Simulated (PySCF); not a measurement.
Species: C4H5FN2.
Bonds: C1–N2, N2–C3 (aromatic), C3–C4 (aromatic), C4–F5, C4–C6 (aromatic), C6–N7 (aromatic), N2–N7 (aromatic). Hydrogens: H8, H9, H10 on C1; H11 on C3; H12 on C6.

A PySCF run (density fitting, gas phase, GFN2-xTB geometry) gave HOMO -7.04 eV, LUMO -0.18 eV, dipole 2.77 D and E = -364.321 Eh.

Task: Which of these levels was it?
A. PBE0/def2-SVPD
B. BLYP/MINI
C. HF/pcSseg-1
D. PBE0/aug-pcSseg-1
E. PBE/6-311+G(2d,p)

Result: D. It is PBE0/aug-pcSseg-1. All candidates on this geometry:

| level and settings | kind | basis functions | SCF cycles | E (Eh) | HOMO (eV) | LUMO (eV) | dipole (D) |
| --- | --- | --- | --- | --- | --- | --- | --- |
| BLYP/MINI, energy threshold 1e-11 Eh | GGA | 40 | 13 | -361.8256 | -7.18 | -2.24 | 2.64 |
| PBE/6-311+G(2d,p), energy threshold 1e-06 Eh | GGA | 219 | 9 | -364.4388 | -5.87 | -0.84 | 2.72 |
| PBE0/aug-pcSseg-1, grid level 1 | global hybrid | 227 | 11 | -364.3209 | -7.04 | -0.18 | 2.77 |
| PBE0/def2-SVPD | global hybrid | 183 | 14 | -364.0971 | -7.09 | 0.14 | 2.79 |
| HF/pcSseg-1 | Hartree–Fock | 144 | 12 | -362.6105 | -9.46 | 3.94 | 2.98 |

The nearest other candidate, by the summed differences of HOMO and LUMO, is PBE0/def2-SVPD: its HOMO differs by -0.05 eV and its LUMO by +0.32 eV. Cycle counts include a coarse-grid stage where the run had one. All basis functions are spherical, in the Pople sets too.
